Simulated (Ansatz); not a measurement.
Wavefunction ladder for CH₆F₂OSSi₂, SMILES `CO[SiH](F)S[SiH2]F`

```xyz
13

C     1.8039    0.2043    1.1341
O     0.5565    0.2217    1.7996
Si   -0.8981    0.0136    1.1297
F    -1.9447    0.3957    2.2546
S    -1.2015    1.3287   -0.5233
Si   -0.9853   -0.0948   -2.0749
F     0.5191   -0.6378   -2.1308
H     2.0312   -0.7937    0.7483
H     2.5693    0.4872    1.8567
H     1.8161    0.9147    0.3027
H    -1.1405   -1.3829    0.7088
H    -1.2741    0.6176   -3.3364
H    -1.8519   -1.2743   -1.8691
```

The species carries charge 0 and has multiplicity 1. The structure was optimised at the PBE0-D4/def2-TZVP level. It is one conformer, not always the lowest. Frozen core, restricted reference, Ansatz 0.2.0. CBS rows extrapolate triple and quadruple zeta; past MP2 they add the triple-zeta difference.

```
     basis      HF (Eh)  MP2 corr.
def2-TZVPP  -1290.91649   -1.31862
def2-QZVPP  -1290.96182   -1.43367
```

Task: Estimate the CCSD correlation energy and the (T) correction in each basis where they were run (hartree).

Result: 
```
     basis  CCSD corr.       (T)
def2-TZVPP    -1.36775  -0.04883
 CBS(def2)    -1.56802     as TZ
```
